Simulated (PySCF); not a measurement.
## Which determinant of GeTe lies lowest?

Unrestricted PBE0; Ge def2-SVP, Te def2-SVP with ECP28; scalar-relativistic core potentials (PySCF 2.14). Outer shells of the fragments: Ge 3d10 4s2 4p2; Te 4d10 5s2 5p4.

Followed along the bond (rough minima from three points):

| 2Ms+1 | unpaired | ⟨S²⟩ at the start | R at minimum (Å) | Te (eV) |
| --- | --- | --- | --- | --- |
| 1 | none | 0.00 | 2.35 | 0.00 |
| 3 | π ↑↑ | 2.01 | none in the scan | ≤ 1.94 |
| 5 | σ ↑, π ↑↑↑ | 6.00 | none in the scan | ≤ 4.08 |

Solutions found at the starting distance of 2.480 Å, counted from the lowest of them; the search is not exhaustive and high or unbound solutions are not listed, so other states can lie among these:

```tsv
2Ms+1	unpaired	term	E (eV)	⟨S²⟩	⟨Lz²⟩	μ (D)
1	none	¹Σ⁺	0.00	0.00	0.00	-1.70
3	π ↑↑	mixed	1.83	2.01	2.01	0.21
3	π ↑↑	mixed	2.16	2.00	2.01	-0.13
1	π ↑↓	mixed	2.22	1.01	2.01	-0.25
3	σ ↑, π ↑	³Π	2.47	2.01	1.01	-1.28
1	σ ↓, π ↑	mixed	2.73	1.02	1.01	-1.15
```

A term symbol is given only where ⟨S²⟩ and ⟨Lz²⟩ are close to those of a pure state; real π, δ and φ orbitals otherwise mix terms. A positive dipole means Ge(−)Te(+).

The measured ground state is X ¹Σ+ (Huber and Herzberg, Constants of Diatomic Molecules (1979)).

Spin–orbit coupling is left out. Counting both spins, an empty level lies below a filled one in some of these solutions, because spin and occupation are held.
